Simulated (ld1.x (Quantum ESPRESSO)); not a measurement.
# Configuration tests for magnesium (TM)

ld1.x (Quantum ESPRESSO) 7.5 input, shortened:

```
&input
   title='Mg', zed=12., rel=1, dft='PBESOL', iswitch=3,
   config='[Ne] 3s1 3p0'
 /
 &inputp
   pseudotype=2, tm=.true., lloc=-1, rcloc=2.00,
   nlcc=.true., new_core_ps=.true., rcore=1.15
 /
2
3S  1  0   1.00   0.00  2.40  2.40  0.0
3P  2  1   0.00   0.00  2.45  2.45  0.0
 &test
   configts(1)='3s1 3p0'
 /
```

Energies are relative to the spin-unpolarised reference configuration 3s1 3p0; without spin polarisation the order of configurations can differ from experiment.

Problem. Give the all-electron excitation energy and the error of the potential for: 3s2 3p0; 3s1.5 3p0; 3s1 3p1; 3s0 3p1; 3s0 3p2.

Solution.

```tsv
valence configuration	charge	ΔE all-electron (eV)	error AE − PS (meV)
3s2 3p0	0	-7.920	+3.0
3s1.5 3p0	+0.5	-4.792	+0.7
3s1 3p1	0	-4.446	+2.1
3s0 3p1	+1	4.310	-6.5
3s0 3p2	0	-0.794	-4.8
```
